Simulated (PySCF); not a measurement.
**K⁶⁺ (potassium, charge +6) across methods**

[Ne] 3s2 3p1, 2P determinant. All numbers are calculated (PySCF 2.14, the spin-free X2C one-electron Hamiltonian (Gaussian nucleus), in an even-tempered Gaussian basis (20 s from 0.13 bohr⁻², ratio 2.5; 13 p from 0.17 bohr⁻², ratio 2.5; 5 d from 1.5 bohr⁻², ratio 2.7; 5 f from 2.3 bohr⁻², ratio 2.7)).

```csv
method,E (hartree),mean ε 3s α (eV),mean ε 3s β (eV),mean ε 3p α (eV),Σ⟨r²⟩ (bohr²),⟨S²⟩
PBE0,-590.156,-129.74,-127.07,-111.07,5.611,0.753
UHF,-589.76889,-136.60,-131.68,-117.34,5.640,0.756
B97-3,-590.263,-129.84,-127.26,-111.05,5.602,0.752
MN15,-590.582,-130.15,-127.74,-112.56,5.589,0.752
LDA,-588.556,-127.09,-125.20,-108.44,5.609,0.751
r2SCAN,-590.271,-127.72,-125.31,-109.37,5.620,0.754
```

Task: Estimate the same row for PBE.

Result: E (hartree) = -590.122; mean ε 3s α (eV) = -127.11; mean ε 3s β (eV) = -125.05; mean ε 3p α (eV) = -108.70; Σ⟨r²⟩ (bohr²) = 5.607; ⟨S²⟩ = 0.752.
